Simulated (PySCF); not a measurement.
Electronic structure of Au(2+) (gold, charge +2) at the UHF level

Configuration: [Xe] 4f14 5d8 6p1, one real determinant (an excited configuration). Calculation: PySCF 2.14, in aug-cc-pwCVDZ-PP with ECP60MDF (6s6p5d3f, 70 functions); a scalar-relativistic core potential.

```
Total energy                                                  : -133.362826 hartree
One-electron energy                                           : -221.1148 hartree
Hartree (Coulomb) energy                                      : 98.9862 hartree
Exchange energy                                               : -11.2343 hartree
⟨S²⟩                                                          : 3.7527
⟨L²⟩                                                          : 14.042
Sum of ⟨r⟩                                                    : 23.23 bohr
Sum of ⟨r²⟩                                                   : 39.98 bohr²
Traceless quadrupole moment −½Σ⟨3z² − r²⟩ along its main axis : -4.41 e·bohr²
```

| shell | electrons | mean orbital energy (hartree) | spread (hartree) | rms radius, mean of both spins (bohr) |
| --- | --- | --- | --- | --- |
| 5s α | 1 | -5.73264 | 0 | 1.00 |
| 5s β | 1 | -5.60016 | 0 | 1.00 |
| 5p α | 3 | -3.79501 | 0.00550 | 1.15 |
| 5p β | 3 | -3.61965 | 0.01875 | 1.15 |
| 5d α | 5 | -1.44482 | 0.05332 | 1.55 |
| 5d β | 3 | -1.37030 | 0.01863 | 1.55 |
| 6p α | 1 | -0.69913 | 0 | 3.28 |

⟨L²⟩ = 14.04 against 20 for a pure G term, so this real determinant mixes terms. Energies and moments cover only the electrons outside the core potential. Spin-orbit coupling, absent here, splits the open shell strongly.
